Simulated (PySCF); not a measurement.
**Correlation energy of Ge⁺ (germanium, charge +1)**

[Ar] 3d10 4s2 4p1, 2P determinant. All numbers are calculated (PySCF 2.14, scalar relativity through the core potential, in aug-cc-pwCVDZ-PP with ECP10MDF (6s5p4d1f, 48 functions)). Frozen: 3s2 3p6 3d10; 3 electrons correlated.

```csv
level,correlation energy (mhartree)
CCSD,-48.63
(T),-0.57
CCSD(T),-49.20
CCSDT,-49.41
```

Diagnostics: T1 = 0.010, D1 = 0.0240, largest double amplitude 0.093.

Question: Is a single reference adequate?

Answer: Mostly. T1 lies below 0.03, but a double amplitude of this size points to a near-degeneracy that CCSD handles and MP2 describes poorly.
